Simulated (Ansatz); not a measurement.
F3HNTa (SMILES [NH]=[Ta]([F])([F])[F]) moved off its minimum; all values from Ansatz (a quantum-chemistry and plane-wave program), cores frozen in correlated methods. Elements past Kr take the def2 small-core potentials, without spin–orbit coupling.
(charge 0, multiplicity 1)
```xyz
6

Ta     0.0498    -0.0551     0.0061
N      0.2944    -1.0573    -1.4395
H      0.3550    -1.5250    -2.1651
F      1.7173     0.4184     0.6438
F     -0.8774     1.5014    -0.5044
F     -0.9972    -0.9817     1.2824
```

### Question
Give the forces (eV/Å), the total energy and the dipole at CCSD(T)/def2-TZVPPD.

### Answer

```csv
atom,Fx,Fy,Fz
Ta1,-1.113,-0.255,-0.464
N2,-0.884,5.618,8.781
H3,0.815,-5.723,-8.807
F4,1.171,0.294,0.534
F5,-0.067,0.150,-0.053
F6,0.079,-0.084,0.008
```
Energy -411.3053 hartree, dipole 0.53 D.
